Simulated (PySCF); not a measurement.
BI3, SMILES IB(I)I (connectivity only; charge and spin as stated), charge -1, multiplicity 2. Atoms are numbered in the order given.

```xyz
4

B      0.0000     0.0000     0.5474
I      1.8665    -1.0776    -0.0172
I     -1.8665    -1.0776    -0.0172
I      0.0000     2.1552    -0.0172
```
Charge -1, spin multiplicity 2.

The structure is a stationary point at PBE0-D3(BJ)/def2-SVPD. The multiplicity is an assumed one; no other spin state was optimised. The isomer is the one that the SMILES or the coordinates give; other isomers of the formula were not compared. The def2 effective core potentials stand for the cores of I; spin–orbit coupling is left out.

Computed with PySCF with M06-2X/def2-SVPD.

Mulliken values depend strongly on the basis, most of all with diffuse functions as here. ESP charges are fitted to the potential on shells at 1.4 to 2.0 van der Waals radii. Atomic charges (e):

| atom | ESP fit | Mulliken | Mulliken spin |
|---|---|---|---|
| B1 | -0.14 | -0.06 | 0.94 |
| I2 | -0.29 | -0.31 | 0.02 |
| I3 | -0.29 | -0.31 | 0.02 |
| I4 | -0.29 | -0.31 | 0.02 |
